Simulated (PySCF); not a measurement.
Several compounds and their computed core spectra got separated.

Method: delta-SCF UKS SCAN, pcX-2 on the ionised atom, pcseg-1 elsewhere, spin-free X2C in PySCF. Geometries: PBE0-D3(BJ)/def2-SVP; isolated species, one conformer each.

Line lists (1s up to Mg, 2p3/2 beyond, nothing for As or Ga; areas count atoms within a level, one atom standing for each set equivalent by bonding):
1. P 2p3/2: 136.44 (area 1), 136.62 (area 2) eV
2. C 1s: 289.27 (area 1), 290.20 (area 1), 290.35 (area 1) eV
3. C 1s: 291.45 (area 1), 292.02 (area 1), 293.09 (area 1) eV; N 1s: 406.34 eV

Structures:
A. `CC[N+]#[C-]` (C3H5N)
B. `PPP` (P3H5)
C. `CC[CH2][GaH2-][AsH3+]` (C3H12AsGa)

Problem. Which list belongs to which compound?

Solution. 
- 1 = B: no other candidate has this set of levels. P 2p3/2: 136.44 three-coordinate phosphorus, 136.62 three-coordinate phosphorus (×2).
- 2 = C: no other candidate has this set of levels. C 1s: 289.27 chain CH2 carbon, 290.20 chain CH2 carbon, 290.35 methyl carbon.
- 3 = A: no other candidate has this set of levels. C 1s: 291.45 methyl carbon, 292.02 isocyanide carbon, 293.09 sp3 carbon bound to nitrogen; N 1s: 406.34 isocyanide nitrogen.

Spin–orbit and ligand-field terms were added within each 2p shell after the spin-free SCF. 1 of these hole states is spin-contaminated (⟨S²⟩ 0.86, against 0.75; counted from 0.85) and less certain.
